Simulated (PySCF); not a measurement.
**La⁴³⁺ (lanthanum, charge +43): Hartree-Fock from Schrödinger to Dirac-Coulomb-Breit**

Occupied: 1s1/2, 2s1/2, 2p1/2, 2p3/2, 3s1/2, 3p1/2. Hartree-Fock calculated with PySCF 2.14 in an even-tempered Gaussian basis (17 s from 4.3 bohr⁻², ratio 2.7; 13 p from 5.2 bohr⁻², ratio 2.7), Gaussian nucleus throughout. NR is non-relativistic, sf-X2C the spin-free one-electron X2C Hamiltonian, X2C adds the bare one-electron spin-orbit term, X2C-SNSO screens it by Boettger's factors, DC is four-component Dirac-Coulomb, and the Gaunt and Breit terms are added at first order (total energies over the DC spinors, levels after relaxing the spinors in that mean field). QED terms are absent. Levels marked empty are virtual spinors of this ion; the basis has s and p functions only, so 3d, which can lie below the n = 4 levels, is absent.

```tsv
level (eV)	X2C	X2C-SNSO
1s1/2	-41883.8	-41884.4
2s1/2	-8956.1	-8956.3
2p1/2	-8629.9	-8618.1
2p3/2	-8173.8	-8178.6
3s1/2	-3528.8	-3528.9
3p1/2	-3420.1	-3417.1
3p3/2 (empty)	-3220.3	-3221.5
4s1/2 (empty)	-1812.9	-1812.9
```

Task: Where do the four-component calculations put these levels?

Result: 1s1/2: DC -41920.5, DC+Gaunt -41816.1, DC+Breit -41823.2; 2s1/2: DC -8960.9, DC+Gaunt -8950.3, DC+Breit -8951.0; 2p1/2: DC -8620.2, DC+Gaunt -8601.9, DC+Breit -8603.8; 2p3/2: DC -8182.0, DC+Gaunt -8169.5, DC+Breit -8171.3; 3s1/2: DC -3529.9, DC+Gaunt -3527.4, DC+Breit -3527.7; 3p1/2: DC -3417.6, DC+Gaunt -3413.1, DC+Breit -3413.7; 3p3/2 (empty): DC -3222.2, DC+Gaunt -3219.2, DC+Breit -3219.8; 4s1/2 (empty): DC -1813.3, DC+Gaunt -1812.4, DC+Breit -1812.5 (eV).

| Hamiltonian | E (hartree) | E − E(DC) (hartree) | CPU seconds |
| --- | --- | --- | --- |
| X2C | -6784.9425 | 1.7905 | 0.17 |
| X2C-SNSO | -6784.5071 | 2.2259 | 0.17 |
| DC | -6786.7330 | 0.0000 | 7.2 |
| DC+Gaunt | -6780.1287 | 6.6043 | 12 |
| DC+Breit | -6780.7300 | 6.0030 | 35 |

Weight of the small component: 1s1/2 0.0445, 2s1/2 0.00995, 2p1/2 0.00989, 2p3/2 0.00933, 3s1/2 0.00372, 3p1/2 0.00367, 3p3/2 0.00349, 4s1/2 0.00172.

Koopmans' value for the highest occupied level at DC+Breit: 3413.7 eV, against an ionisation energy of 3416 ± 4 eV (theoretical estimate listed by NIST; NIST Atomic Spectra Database, ionization energies); the former lacks relaxation, correlation, QED and recoil.

The whole ladder took 56 s of wall time on 1 thread of Neoverse-V2 (shared host), launched as `OMP_NUM_THREADS=1 python relrun2.py TASK.json OUT` (a driver that calls PySCF for each Hamiltonian).

Dirac-Coulomb iterations, started from the X2C spinors:

```
with_ssss True, with_gaunt False, with_breit False
light speed = 137.03599967994
init E= -6761.12142770201
cycle= 1 E= -6786.7323032032  delta_E= -25.6  |g|= 1.51  |ddm|= 0.129
cycle= 2 E= -6786.73299954814  delta_E= -0.000696  |g|= 0.0224  |ddm|= 0.0111
cycle= 3 E= -6786.73300067587  delta_E= -1.13e-06  |g|= 0.000902  |ddm|= 0.000685
cycle= 4 E= -6786.7330006778  delta_E= -1.93e-09  |g|= 4.27e-06  |ddm|= 2.28e-05
```
